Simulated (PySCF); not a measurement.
`C[C@H](C=O)[C@@]1(C)CS1`, C$_{6}$H$_{10}$OS

Cartesian coordinates in Å; atom numbers follow the order of the lines, from 1:
```xyz
18

C     1.0361    1.5594    0.5102
C     0.8332    0.0618    0.2642
C     1.5003   -0.3481   -1.0273
O     1.0190   -1.0238   -1.8905
C    -0.6251   -0.3644    0.2956
C    -1.5586    0.3674   -0.6336
C    -0.8986   -1.7948    0.5793
S    -1.2685   -0.7026    1.9658
H     2.0941    1.7808    0.6262
H     0.5179    1.8533    1.4198
H     0.6500    2.1447   -0.3202
H     1.3635   -0.4798    1.0599
H     2.5335    0.0432   -1.1136
H    -1.2247    0.2342   -1.6618
H    -2.5668   -0.0289   -0.5393
H    -1.5874    1.4293   -0.4009
H    -0.0656   -2.4680    0.7356
H    -1.7610   -2.2575    0.1189
```

Computed with TDDFT B3LYP/def2-SVPD circular dichroism and optical rotation, one conformer, gas phase (PySCF). Geometry: GFN2-xTB.

The molecule is flexible and this is one conformer; a measurement averages over conformers. States above about 6.4 eV (minus the energy of the highest occupied orbital) lie near or above the ionisation threshold and depend on the basis.

Task: What are the CIP labels of the stereocentres?

Result: C2 R, C5 S.

Task: List the lowest 8 singlet excitations with oscillator and rotatory strengths.

Result: Rotatory strengths R in 10⁻⁴⁰ esu² cm², velocity form and length form (origin at the centre of mass); f in length form.
| state | E (eV) | λ (nm) | f | R (velocity) | R (length) | main |
| --- | --- | --- | --- | --- | --- | --- |
| 1 | 4.12 | 301 | 0.002 | -14.3 | -13.4 | HOMO→LUMO 0.54, HOMO−1→LUMO 0.43 |
| 2 | 4.47 | 277 | 0.003 | -2.3 | -2.8 | HOMO−1→LUMO 0.51, HOMO→LUMO 0.43 |
| 3 | 4.81 | 258 | 0.0006 | +7.6 | +7.5 | HOMO→LUMO+1 0.94 |
| 4 | 5.87 | 211 | 0.021 | -7.9 | -8.5 | HOMO→LUMO+2 0.92 |
| 5 | 6.01 | 206 | 0.018 | -4.8 | -4.9 | HOMO→LUMO+3 0.93 |
| 6 | 6.20 | 200 | 0.001 | +5.4 | +5.2 | HOMO−2→LUMO 0.96 |
| 7 | 6.42 | 193 | 0.083 | +17.2 | +17.7 | HOMO−1→LUMO+1 0.76, HOMO→LUMO+4 0.19 |
| 8 | 6.47 | 192 | 0.006 | -5.9 | -4.7 | HOMO→LUMO+4 0.76, HOMO−1→LUMO+1 0.20 |

Among the states computed, the strongest CD band (largest |R|) is state 7. The largest dissymmetry factor in size, g = 4R/(D+G), with D and G the electric and magnetic dipole strengths, is +0.11 for state 3 (velocity form, f = 0.0005), among bands with |R| over 0.5. The mirror image has the same energies and oscillator strengths and all R with the opposite sign.
